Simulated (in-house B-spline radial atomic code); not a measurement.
**RPA and G0W0 on r2SCAN: the nitrogen ion N³⁺**

Configuration [He] 2s2, mean-field start r2SCAN. Computed with an all-electron radial atomic-structure program (B-spline basis): all electrons, scalar-relativistic (spin-free one-electron X2C), finite nucleus, each spin shell either full or empty, empty states to l = 9 with an (l + 1/2)⁻⁴ tail; G0W0 by contour deformation at full frequency.

Command:
```bash
python run_gw.py task.json out
```
Settings (radii: box in bohr, nucleus in fm):
```
Z                        7
electrons                4
configuration            [He] 2s2
hamiltonian              x2c
method                   r2scan
lmax                     9
rms_radius               2.5582
spin_polarised           False
box_radius               14.14
intervals                71
ion_configuration        [He] 2s1
```

Time taken, with all properties: 1.2 s on 1 thread of Arm Neoverse V2, on a shared host.

Energies (hartree):

```json
{"term": "mean-field total", "value": "-51.19028"}
{"term": "Hartree-Fock functional on these orbitals", "value": "-51.11113"}
{"term": "direct second order", "value": "-0.32975"}
{"term": "second-order exchange", "value": "0.16195"}
{"term": "SOSEX correction", "value": "0.11901"}
```

Task: What is the RPA correlation energy, and what remains with SOSEX?

Result: RPA gives -0.24263 hartree (-1.65 eV per electron); RPA + SOSEX gives -0.12362, and the second-order doubles -0.1678 hartree (no singles). SOSEX takes back 49 % of the RPA value.

Quasi-particle levels (eV):

| level | occupied | mean field | Σx - vxc | Σc | QP weight | G0W0 |
| --- | --- | --- | --- | --- | --- | --- |
| 2s | yes | -68.52 | -6.81 | ? | ? | ? |
| 2p | no | -56.26 | 9.98 | -1.70 | 0.956 | -47.98 |

G0W0 = mean field + (Σx - vxc) + Σc, with Σc (partial-wave tail included) taken at the quasi-particle energy. Levels of low weight are left out.

Task: Where does G0W0 put 2s?

Result: At -77.51 eV, with Σc = -2.18 eV and a quasi-particle weight of 0.941. The tabulated removal energy is 77.474 eV (NIST, measured).

Task: What does it cost to remove one electron (to [He] 2s1) by differences of total energies, each species on its own start (correlation terms add to the Hartree-Fock functional)?

Result: r2SCAN 75.87 eV, Hartree-Fock functional 75.01 eV, + RPA 77.72 eV, + RPA + SOSEX 77.04 eV, + second order 78.18 eV. Tabulated: 77.474 eV (NIST, measured).
